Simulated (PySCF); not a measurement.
CdSe (SMILES [Se]=[Cd]), singlet, at a GFN2-xTB geometry (such geometries of metal compounds can be far from the true shape) (all electrons, no relativity). Base run: CAMB3LYP/3-21G (PySCF).

Geometry (Å):
```xyz
2

Cd     0.0000     0.0000    -0.9594
Se     0.0000     0.0000     1.3545
```
Charge 0, spin multiplicity 1.
All else is at PySCF's defaults.
Base energy -7832.78974 Eh.

Each row names what was changed in the base input (with any setting that the change needs).

```tsv
change	ΔE vs base (µEh)	SCF cycles	outcome
base	0.0	10	converged
damp = 0.5; diis_start_cycle = 5	0.0	11	converged
init_guess = vsap	0.0	11	converged
init_guess = sap	0.0	11	converged
conv_tol = 1e-4	0.5	6	converged
diis = off; damp = 0.6 (with mf.diis_start_cycle = 200; with mf.max_cycle = 150)	0.0	30	converged
DIIS = EDIIS	-	50	not converged
conv_tol = 1e-6	0.0	7	converged
conv_tol = 1e-7	0.0	9	converged
diis_space = 4	0.0	10	converged
DIIS = ADIIS	0.0	15	converged
level_shift = 0.5 (with mf.max_cycle = 100)	0.0	25	converged
init_guess = huckel	0.0	10	converged
```
